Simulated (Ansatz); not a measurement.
Complex (SMILES): P (PH3) with C(C)=C, atoms 1 to 4 the first; geometry from B3LYP-D3(BJ)/def2-TZVP, monomers rigid:
```xyz
13

P      0.4442    -0.4223     0.3046
H      0.2621     0.7353    -0.4988
H      0.7948    -1.2422    -0.7963
H     -0.9247    -0.7834     0.2510
C     -0.0432    -3.6975     1.6336
C      0.9750    -4.0317     0.8507
H      0.0989    -3.0806     2.5137
H     -1.0528    -4.0263     1.4233
H      0.7829    -4.6498    -0.0227
C      2.3962    -3.6209     1.0661
H      2.4993    -2.9889     1.9485
H      3.0415    -4.4957     1.1882
H      2.7785    -3.0668     0.2040
```

Basis-set convergence of the counterpoise-corrected interaction energy at HF with Ansatz (a program for electronic structure). Cartesian d functions, on some or all atoms, in 6-31G*, 6-31+G*, 6-311G**, 6-311+G**; all else is spherical. No added dispersion term, no relativity. Functions are those of the species that has most. Reference: the value in aug-pcseg-3, 1.11 kcal/mol. Deviations are taken from unrounded values.

| basis | functions | counterpoise-corrected interaction energy (kcal/mol) |
|---|---|---|
| 6-31G* | 82 | 1.09 |
| 6-31+G* | 98 | 1.09 |
| def2-SVP | 105 | 1.15 |
| def2-SVPD | 156 | 1.14 |
| pcseg-1 | 105 | 1.01 |
| aug-pcseg-1 | 177 | 1.10 |
| cc-pV(D+d)Z | 110 | 1.11 |
| aug-cc-pV(D+d)Z | 182 | 1.10 |
| 6-311G** | 135 | 1.04 |
| 6-311+G** | 151 | 1.08 |
| def2-TZVP | 184 | 1.11 |
| def2-TZVPD | 235 | 1.12 |
| pcseg-2 | 250 | 1.17 |
| aug-pcseg-2 | 395 | 1.13 |
| cc-pV(T+d)Z | 255 | 1.12 |
| aug-cc-pV(T+d)Z | 400 | 1.12 |
| def2-TZVPP | 261 | 1.12 |
| def2-TZVPPD | 312 | 1.12 |
| cc-pV(Q+d)Z | 499 | 1.11 |
| aug-cc-pV(Q+d)Z | 743 | 1.12 |
| def2-QZVPP | 511 | 1.12 |
| def2-QZVPPD | 562 | 1.12 |
| pcseg-3 | 541 | 1.12 |
| aug-pcseg-3 | 785 | 1.11 |

What the diffuse functions change, pair by pair:
- 6-31G* to 6-31+G*: 16 more functions, deviation -0.03 to -0.02 kcal/mol
- def2-SVP to def2-SVPD: 51 more functions, deviation 0.03 to 0.03 kcal/mol
- pcseg-1 to aug-pcseg-1: 72 more functions, deviation -0.10 to -0.02 kcal/mol
- cc-pV(D+d)Z to aug-cc-pV(D+d)Z: 72 more functions, deviation -0.01 to -0.01 kcal/mol
- 6-311G** to 6-311+G**: 16 more functions, deviation -0.07 to -0.03 kcal/mol
- def2-TZVP to def2-TZVPD: 51 more functions, deviation -0.01 to 0.01 kcal/mol
- pcseg-2 to aug-pcseg-2: 145 more functions, deviation 0.06 to 0.02 kcal/mol
- cc-pV(T+d)Z to aug-cc-pV(T+d)Z: 145 more functions, deviation 0.00 to 0.01 kcal/mol
- def2-TZVPP to def2-TZVPPD: 51 more functions, deviation 0.01 to 0.01 kcal/mol
- cc-pV(Q+d)Z to aug-cc-pV(Q+d)Z: 244 more functions, deviation 0.00 to 0.00 kcal/mol
- def2-QZVPP to def2-QZVPPD: 51 more functions, deviation 0.00 to 0.00 kcal/mol
- pcseg-3 to aug-pcseg-3: 244 more functions, deviation 0.00 to 0.00 kcal/mol

Leaving out the reference's own pair, they bring the value nearer the reference by more than 0.01 kcal/mol in 3 of 11 pairs.
